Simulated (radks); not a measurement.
Effect of the nuclear size on the selenium ion Se+, [Ar] 3d10 4s2 4p3. Calculated with a radial shooting solver on a logarithmic mesh with Libxc functionals: Dirac Kohn-Sham, BLYP, spin-unpolarised, spherical densities, finite nucleus; open shells are shared between the two j in proportion to 2j + 1; Fermi nuclear charge, rms radius 4.14 fm. The rms radius is varied about that value; shifts are against it.

rms radius (fm)  total energy shift (eV)  density at nucleus (e/bohr^3)  1s1/2 shift (meV)  2s1/2 shift (meV)  3s1/2 shift (meV)  3p1/2 shift (meV)  4s1/2 shift (meV)
3.7136                           -0.0912                      4.008e+04              -38.7              -3.85             -0.590              0.060             -0.057
4.0034                           -0.0302                      3.987e+04              -12.8              -1.27             -0.196              0.020             -0.019
4.14                                   0                      3.977e+04              0.000              0.000              0.000              0.000              0.000
4.4464                            0.0712                      3.957e+04               30.2               3.00              0.461             -0.047              0.045
4.7155                             0.138                      3.941e+04               58.4               5.80              0.890             -0.090              0.086

Slopes of the eigenvalues against <r^2> in GHz/fm^2, as finite differences over the two radii next to the reference (eigenvalue slopes, not the field-shift constants of lines): 1s1/2 2780, 2s1/2 276, 3s1/2 42.4, 3p1/2 -4.29, 4s1/2 4.10.
